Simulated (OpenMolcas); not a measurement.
Ti3+ (d1) in a complex was computed by CASSCF with the d shell active (OpenMolcas, ANO-RCC-VTZP on the metal). Its lowest spin-free states, and all those of the highest spin:

| 2S+1 | Degeneracy | E (cm-1) |
| --- | --- | --- |
| 2 | 2 | 0.0 |
| 2 | 3 | 4632 |

Task: Is the site octahedral, tetrahedral or cube-like, axial, or of lower symmetry?

Result: The states with 2S+1 = 2 have orbital degeneracies 2, 3. Threefold states need a cubic site. For d1 at this spin an octahedron puts the threefold T2 below the twofold E and a tetrahedron or cube puts the twofold E below the threefold T2, so the site is a tetrahedron or a cube, which this pattern cannot tell apart. The first gap at this spin, 4630 cm-1, is |10Dq| in ligand-field theory. The run had Ti3+ with 4 ligands (bromide) in tetrahedral coordination (Td) at 2.45 Å. A charge of +0.25 e stands 3.2 Å behind each ligand. Ligand basis ANO-RCC-VDZP.

An orbital doublet at a regular site is open to a Jahn-Teller distortion, which this geometry leaves out. Ligand-to-metal charge-transfer states are missing. With metal d orbitals alone and no dynamic correlation the field as a rule comes out too small, by tens of per cent, by up to half for chloride and softer ligands. No measured value stands beside these numbers; the geometry is a model, was not optimised and need not be the one that this ion takes.
